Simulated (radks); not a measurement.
Values are calculated unless marked as measured or tabulated.
Task: Species: Zr+. Configuration: [Kr] 4d2 5s1. Level of theory: scalar-relativistic Kohn-Sham, BLYP, spin-polarised, spherical densities, point nucleus; open shells are filled with parallel spins first (spin-orbit coupling, left out, can overturn this in heavy ions) (a radial shooting solver on a logarithmic mesh with Libxc functionals). Some entries of the table are withheld. Estimate them.

| orbital | occ. | eigenvalue (hartree) | r(max) (bohr) |
|---|---|---|---|
| 1s up | 1 | -655.4324 | 0.02414 |
| 1s down | 1 | -655.4318 | 0.02414 |
| 2s up | 1 | -91.02071 | 0.1370 |
| 2s down | 1 | -91.01459 | 0.1370 |
| 2p up | 3 | -81.20407 | 0.1094 |
| 2p down | 3 | -81.19940 | 0.1094 |
| 3s up | 1 | -15.10294 | 0.4082 |
| 3s down | 1 | -15.09883 | 0.4082 |
| 3p up | 3 | -11.90654 | 0.4022 |
| 3p down | 3 | -11.90206 | 0.4022 |
| 3d up | 5 | -6.65814 | 0.3471 |
| 3d down | 5 | -6.65179 | 0.3472 |
| 4s up | 1 | -2.25440 | (1) |
| 4s down | 1 | -2.21640 | (2) |
| 4p up | 3 | -1.44594 | 1.180 |
| 4p down | 3 | -1.40269 | 1.175 |
| 5s up | 1 | -0.38133 | 2.965 |
| 4d up | 2 | -0.38122 | (3) |
| 4d down | 0 | -0.32998 | (4) |

Result: 
(1) 4s up r(max) (bohr): 1.078
(2) 4s down r(max) (bohr): 1.075
(3) 4d up r(max) (bohr): 1.598
(4) 4d down r(max) (bohr): 1.584
